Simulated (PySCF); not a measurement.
## Continuum solvent and chemical shifts

Atoms are numbered as in `[CH3:1][CH2:2][O:3][C@@:4]1([F:5])[CH2:6][O:7][C:8](=[O:9])[O:10]1`; H(Xn) means a hydrogen on atom n. Ha(C2), Ha(C6) are pro-R; Hb(C2), Hb(C6) are pro-S.

GIAO PBE0/pcSseg-1 in PySCF 2.14 on one PBE0-D3(BJ)/def2-SVP conformer, non-relativistic, equivalent nuclei averaged. Solvents enter as an IEF-PCM continuum (chloroform with ε = 4.7, dichloromethane with ε = 8.9) around the gas-phase geometry. Shifts are referred to TMS, CFCl3 computed in the same medium.

In chloroform, δ in ppm: C8 156.1, C4 124.8, C6 75.6, C2 61.8, C1 16.2, F5 -93.7, Hb(C6) 4.52, Ha(C6) 4.34, Hb(C2) 4.00, Ha(C2) 3.91, H(C1) 1.36. Dipole moment 5.15 D.

Problem. How does each δ change in the more polar medium?

Solution. 
| atoms | environment | Δδ, dichloromethane |
| --- | --- | --- |
| C8 | carbonate carbon | +0.6 |
| C4 | sp3 carbon bearing two oxygens | +0.3 |
| C6 | sp3 CH2 bonded to O | +0.3 |
| C2 | sp3 CH2 bonded to O | +0.2 |
| C1 | methyl carbon | +0.1 |
| F5 | fluorine on an sp3 carbon | +0.2 |
| Hb(C6) | hydrogen on an sp3 CH2 bonded to O | +0.05 |
| Ha(C6) | hydrogen on an sp3 CH2 bonded to O | +0.05 |
| Hb(C2) | hydrogen on an sp3 CH2 bonded to O | 0.00 |
| Ha(C2) | hydrogen on an sp3 CH2 bonded to O | +0.01 |
| H(C1) | hydrogen on a methyl carbon | 0.00 |

Changes are relative to chloroform. The dipole moment becomes 5.27 D in dichloromethane.

Problem. Which nuclei move most (in ppm), and what does the model miss?

Solution. C8 (carbonate carbon, +0.6 ppm) in dichloromethane. A continuum only polarises the solute; specific hydrogen bonds, the anisotropy of aromatic solvents and changes of geometry or conformer are outside it.
